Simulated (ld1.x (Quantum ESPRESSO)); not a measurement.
PBEsol TM dataset for I (Z = 53), fully relativistic all-electron reference.

ld1.x (Quantum ESPRESSO) 7.5 input, shortened:

```
&input
   title='I', zed=53., rel=2, dft='PBESOL', iswitch=3,
   config='[Kr] 4d10 5s2 5p5', rel_dist='average'
 /
 &inputp
   pseudotype=2, tm=.true., lloc=1,
   nlcc=.true., new_core_ps=.true.
 /
3
5S  1  0   2.00   0.00  1.82  1.82  0.0
4D  3  2  10.00   0.00  1.36  1.36  0.0
5P  2  1   5.00   0.00  2.42  2.42  0.0
 &test
   configts(1)='4d10 5s2 5p5'
 /
```

Open shells are filled in proportion to 2j + 1 (rel_dist='average').

Poles of the logarithmic derivatives, all-electron (AE) and pseudo (PS). s: poles at -0.5 (AE) and -0.5, 1.9 (PS) Ry. p1/2: poles at 0.6 (AE) and 0.8 (PS) Ry. p3/2: poles at 0.9 (AE) and 0.8 (PS) Ry. d3/2: poles at -3.7, 3.0 (AE) and -3.7, 4.1 (PS) Ry. d5/2: poles at -3.6, 3.0 (AE) and -3.6, 4.2 (PS) Ry. Test radius 2.65 bohr.

- Cutoffs needed: 110 Ry and 180 Ry (the cutoffs (Ry, on a coarse ladder) from which the occupation-weighted sum of valence levels, in a spherical-Bessel basis at the reference potential, stays within 10 and 1 mRy of its value at 400 Ry)
- Ghost test: no extra level below or beside the all-electron valence levels (s, d3/2, d5/2, p1/2, p3/2, f tested) (spherical-Bessel basis up to 400 Ry, 20 bohr box)
- Largest excitation error: -273 meV (all-electron minus pseudo) for 4d9 5s2 5p5, out of 7 test configurations
